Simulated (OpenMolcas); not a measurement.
**Nb3+: effect of the metal basis**

Nb3+ with its 6 nearest fluoride ions at 1.998 Å, on the Ga site of K2NaGaF6 (a = 8.246 Å, distance in the model lattice 1.938 Å). The rest of the host is ab initio model potentials to 7.6 Å and point charges beyond; the distance is set by hand and nothing relaxes.

| Quantity | Value |
| --- | --- |
| Program | OpenMolcas |
| Method | CASSCF |
| Spin-orbit coupling | RASSI with atomic mean-field integrals over the reference wave functions |

Fixed: ligand basis ANO-RCC-VDZP, active space 2 electrons in 5 orbitals (4d), DKH2 Hamiltonian.

States (labels of O, the rotations of Oh). Energies in cm-1 above the lowest state or level, χT in cm3 K/mol; under a threefold ground state the first gap can be a small split of the lowest multiplet, not the spin-orbit step; 10Dq and B are least-squares fits to the states below 45000 cm-1, weighted by degeneracy, with a free offset, and given where the rms deviation is under 5 % of |10Dq| (or 100 cm-1) and under 700 cm-1.

```json
{"Run": "A", "Metal basis": "ANO-RCC-VDZP", "Ground state": "3T1", "First state of that spin": "3T2 31609", "10Dq": "33193", "B (rms of fit)": "698 (39)", "First gap with spin-orbit (degeneracies)": "16.8 (2, 3)", "χT at 300 K": "0.474", "First state of another spin": "1E 9815", "Cost": "roughly 16 core-seconds"}
{"Run": "B", "Metal basis": "ANO-RCC-VTZP", "Ground state": "3T1", "First state of that spin": "3T2 30540", "10Dq": "32172", "B (rms of fit)": "686 (98)", "First gap with spin-orbit (degeneracies)": "16.8 (2, 3)", "χT at 300 K": "0.480", "First state of another spin": "1E 9728", "Cost": "roughly 28 core-seconds"}
```

Against A, |10Dq| changes by -3.1 % in B.

Costs are those of the RASSCF and RASSI steps.

An orbital triplet at a regular site is open to Jahn-Teller coupling, which can distort the site and quench the lowest spin-orbit gaps and is left out. Without dynamic correlation the repulsion within the d shell is too large (B by tens of per cent), so at a given field states of lower spin stand too high. With metal d orbitals alone the field can be off either way by tens of per cent. Ligand-to-metal charge-transfer states are missing. With no ligand orbital active B as a rule stays too high, so bands that hang on it stand too high and its fall with covalency is understated. The least metal-like active orbital is 81 % on the metal (Löwdin) and no ligand orbital is active, so the numbers are rough (holds for A). The least metal-like active orbital is 82 % on the metal (Löwdin) and no ligand orbital is active, so the numbers are rough (holds for B). No measured value stands beside these numbers; the geometry was set by hand and not optimised.
